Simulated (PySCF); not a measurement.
Exercise with solution: chemical shift, span and skew from a shielding tensor

Al(Br)(NH2)(NMe2) (C2H8AlBrN2), SMILES C[N](C)[Al]([NH2])[Br]. Atoms are numbered in the order given.

```xyz
14

Al    -0.0084     0.6295    -0.2720
Br    -1.1000    -1.3266    -0.5273
N     -0.4833     1.9817    -1.3041
H     -1.2196     1.9170    -1.9988
H     -0.0850     2.9138    -1.3058
N      1.2748     0.7326     0.9475
C      1.6870    -0.3616     1.8037
C      2.0238     1.9504     1.1832
H      2.7551    -0.6174     1.6554
H      1.5556    -0.1141     2.8759
H      1.0943    -1.2652     1.5939
H      1.9093     2.3100     2.2253
H      3.1084     1.8095     1.0036
H      1.6838     2.7607     0.5176
```
Charge 0, spin multiplicity 1.

Geometry optimised at ωB97X-D3(BJ)/def2-SVP. Other conformers were not sampled.

GIAO shieldings from HF/pcSseg-1 run with PySCF, non-relativistic, no solvent. The symmetric part of the tensor of N3 has the principal values 239.2, 265.8, 283.3 ppm. The same nucleus in NH3 has σ = 267.3 ppm at this level (PySCF, at its B3LYP-D3(BJ)/def2-TZVP geometry). Without spin–orbit terms, shifts of atoms bonded to Cl or Br come out too high.

### Question
Work out the isotropic shielding, the ¹⁵N shift against NH3, the span and the skew.

### Answer

σ(iso) = (σ11 + σ22 + σ33)/3 = 262.8 ppm. δ = σ(ref) − σ(iso) = 267.3 − (262.8) = 4.5 ppm.
Span Ω = σ33 − σ11 = 44.1 ppm. Skew κ = 3(σ(iso) − σ22)/Ω = -0.21. Tumbling in solution averages the tensor to δ; in a static solid the shielding alone would spread this spin-1/2 line over Ω.
